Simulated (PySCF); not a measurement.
Job file and geometry (Å, from GFN2-xTB) of an NMR shielding run on `CC(C)(C)CCS[SiH2]O`, C₆H₁₆OSSi, GIAO PBE0/pcSseg-1 NMR shielding, non-relativistic, gas phase (PySCF); density fitting, a coarse starting grid and PySCF grid level 2 are the driver's defaults:

```
$ OMP_NUM_THREADS=1 python probes_run.py task.json out

{"job": {"kind": "nmr", "xc": "PBE0", "basis": "pcSseg-1"}, "charge": 0, "multiplicity": 1}
C     -2.020033     0.993309     1.330692
C     -1.417271    -0.005796     0.337417
C     -1.661312     0.502468    -1.085337
C     -2.101081    -1.361995     0.526201
C      0.092296    -0.105802     0.630777
C      0.873718    -1.002657    -0.314390
S      2.609214    -1.198065     0.219986
Si     3.431769     0.726441    -0.254569
O      5.039654     0.609482    -0.149932
H     -1.571338     1.976963     1.209320
H     -1.853079     0.664429     2.353741
H     -3.092122     1.084675     1.171949
H     -1.126516     1.434695    -1.256494
H     -2.722899     0.684182    -1.238768
H     -1.334598    -0.225929    -1.823233
H     -1.897473    -1.758370     1.518405
H     -3.178078    -1.256638     0.415455
H     -1.757462    -2.082925    -0.211018
H      0.522858     0.898594     0.590542
H      0.227676    -0.481342     1.648024
H      0.887390    -0.611396    -1.330125
H      0.476368    -2.015899    -0.322188
H      2.995169     1.041106    -1.611020
H      3.073590     1.731539     0.730470
H      5.492624    -0.216925    -0.298079
```

Problem. What does the program print?

Solution. 
```
coarse grid: 20776 points
cycle   1  E = -1000.3419581702  dE =  8.090e-01  |g| = 8.109e-01  |ddm| = 4.298e+00
cycle   2  E = -1000.2167952249  dE =  1.252e-01  |g| = 1.154e+00  |ddm| = 1.629e+00
cycle   3  E = -1000.4743769928  dE = -2.576e-01  |g| = 1.197e-01  |ddm| = 1.063e+00
cycle   4  E = -1000.4771859088  dE = -2.809e-03  |g| = 3.873e-02  |ddm| = 1.368e-01
cycle   5  E = -1000.4775254386  dE = -3.395e-04  |g| = 6.698e-03  |ddm| = 4.149e-02
cycle   6  E = -1000.4775348109  dE = -9.372e-06  |g| = 3.455e-03  |ddm| = 1.273e-02
cycle   7  E = -1000.4775377014  dE = -2.891e-06  |g| = 5.662e-04  |ddm| = 4.309e-03
final grid: 188080 points
cycle   8  E = -1000.5464471226  dE = -9.103e-05  |g| = 1.161e-02  |ddm| = 5.320e-02
cycle   9  E = -1000.5464262355  dE =  2.089e-05  |g| = 1.487e-02  |ddm| = 2.458e-02
cycle  10  E = -1000.5464793706  dE = -5.314e-05  |g| = 1.316e-03  |ddm| = 1.521e-02
cycle  11  E = -1000.5464797418  dE = -3.712e-07  |g| = 3.633e-04  |ddm| = 1.727e-03
cycle  12  E = -1000.5464797691  dE = -2.731e-08  |g| = 8.991e-05  |ddm| = 3.691e-04
cycle  13  E = -1000.5464797707  dE = -1.564e-09  |g| = 3.832e-05  |ddm| = 1.232e-04
cycle  14  E = -1000.5464797710  dE = -2.963e-10  |g| = 4.589e-06  |ddm| = 3.176e-05
converged SCF energy = -1000.5464797710

GIAO shielding tensors (ppm)
atom      isotropic    diamagn.    paramagn.     s11        s22        s33       span
  0 C      152.118     247.878     -95.760    131.207    137.931    187.215     56.008
  1 C      153.770     244.570     -90.800    149.411    151.745    160.154     10.743
  2 C      157.742     249.685     -91.943    140.464    147.757    185.005     44.541
  3 C      158.704     248.384     -89.680    139.388    149.518    187.206     47.819
  4 C      132.558     252.642    -120.083    108.885    119.621    169.169     60.284
  5 C      158.526     251.142     -92.616    137.333    162.954    175.289     37.955
  6 S      643.071    1059.062    -415.991    512.536    562.186    854.491    341.954
  7 Si     357.441     877.923    -520.482    333.673    335.798    402.854     69.181
  8 O      314.368     380.646     -66.277    289.942    302.000    351.163     61.221
  9 H       30.813      31.564      -0.751     27.025     28.701     36.713      9.688
 10 H       30.713      31.492      -0.779     27.080     28.302     36.758      9.678
 11 H       30.822      31.433      -0.611     26.991     28.054     37.421     10.430
 12 H       31.072      32.954      -1.883     27.264     28.935     37.015      9.751
 13 H       30.861      32.390      -1.529     26.986     28.431     37.166     10.180
 14 H       30.695      33.067      -2.372     26.388     29.978     35.719      9.331
 15 H       30.963      31.817      -0.854     27.261     28.358     37.269     10.008
 16 H       30.835      31.436      -0.600     27.006     28.298     37.202     10.196
 17 H       30.558      32.170      -1.612     25.948     29.952     35.775      9.828
 18 H       30.600      36.611      -6.011     24.942     32.101     34.758      9.816
 19 H       30.170      35.599      -5.430     25.486     31.700     33.322      7.835
 20 H       29.177      34.327      -5.150     22.214     31.223     34.094     11.881
 21 H       29.254      33.148      -3.894     21.626     30.884     35.252     13.626
 22 H       26.136      30.679      -4.542     22.255     25.847     30.307      8.052
 23 H       26.160      30.230      -4.070     21.475     26.455     30.551      9.076
 24 H       30.291      29.461       0.829     21.685     26.779     42.408     20.723
```

Problem. Turn these shieldings into chemical shifts. δ = σ(ref) − σ, references computed at the same level: ¹³C (σref 186.93), ²⁹Si (σref 349.16), ¹H (σref 31.72) against TMS; ³³S (σref 503.73) vs CS2; H2O for ¹⁷O (σref 336.08).

Solution. Averaging equivalent atoms: C 4: 54.4; C 1: 33.2; C 0/2/3: 30.7; C 5: 28.4; S 6: -139; Si 7: -8.3; O 8: 21.7; H 22/23: 5.57; H 20/21: 2.50; H 24: 1.43; H 18/19: 1.33; H 9/10/11/12/13/14/15/16/17: 0.90 ppm. Experimental scales use liquid or dissolved standards, which lie at an offset from isolated H2O (liquid H2O: subtract about 36 ppm).

Size and cost of the density-fitted run: 247 basis functions, 74 s wall time on 1 thread of an Arm Neoverse V1, shared host; peak memory 1.1 GiB.
